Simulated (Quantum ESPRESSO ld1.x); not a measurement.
Q: This ld1.x (Quantum ESPRESSO 7.5) run is given with its output. Can the result be used, and if not, why?

```
 &input
    atom='Nb',
    iswitch=1,
    rel=1,
    dft='PBESOL',
    config='[Kr] 4d3.5 5s1 5p1',
    verbosity='high',
    prefix='ld1',
    max_out_wfc=37,
    file_charge='ld1.rho',
 /
```

```
     Program LD1 v.7.5 starts

     --------------------------- All-electron run ----------------------------

     scalar relativistic calculation

     atomic number is 41.00
     dft =PBESOL   lsd =0 sic =0 latt =0  beta=0.20 tr2=1.0E-14
     Exchange-correlation= PBESOL
                           (   1   4  10   8   0   0   0)
     mesh =2041 r(mesh) = 100.12585 a.u. xmin = -8.00 dx = 0.00800
     1 Ry =  13.60569312 eV, c = 137.03599908

     n l     nl                  e(Ry)          e(Ha)          e(eV)
     1 0     1S 1( 2.00)   -1381.501447795    -690.750723898 -18796.2847477
     2 0     2S 1( 2.00)    -193.241101180     -96.620550590  -2629.1791214
     2 1     2P 1( 6.00)    -172.582394560     -86.291197280  -2348.1030988
     3 0     3S 1( 2.00)     -32.212017578     -16.106008789   -438.2668260
     3 1     3P 1( 6.00)     -25.460812068     -12.730406034   -346.4119957
     4 0     4S 1( 2.00)      -4.272166881      -2.136083440    -58.1257915
     4 1     4P 1( 6.00)      -2.513626293      -1.256813146    -34.1996280
     3 2     3D 1(10.00)     -14.416290529      -7.208145264   -196.1436249
     4 2     4D 1( 3.50)      -0.173037330      -0.086518665     -2.3542928
     5 0     5S 1( 1.00)      -0.208221340      -0.104110670     -2.8329957
     5 1     5P 1( 1.00)       0.002305376       0.001152688      0.0313662

     final scf error:  2.8E-15 reached in  34 iterations

     Etot =   -7634.936064 Ry,   -3817.468032 Ha, -103878.597095 eV

     Ekin =    7860.558267 Ry,    3930.279133 Ha,  106948.343552 eV
     Encl =  -18399.712864 Ry,   -9199.856432 Ha, -250340.846781 eV
     Eh   =    3137.190193 Ry,    1568.595096 Ha,   42683.647034 eV
     Exc  =    -232.971659 Ry,    -116.485830 Ha,   -3169.740899 eV
```

A: No. The residual met the threshold, but the solution is spurious: in the last iteration no bound solution was found for 5p (the eigenvalue is printed as zero or positive). The species is Nb0.5- with 41.5 electrons. In a local or semilocal functional the extra electron of a negative ion sees its own charge, the potential lacks the -1/r tail, and the highest level tends to rise to zero. The printed total energy is meaningless.
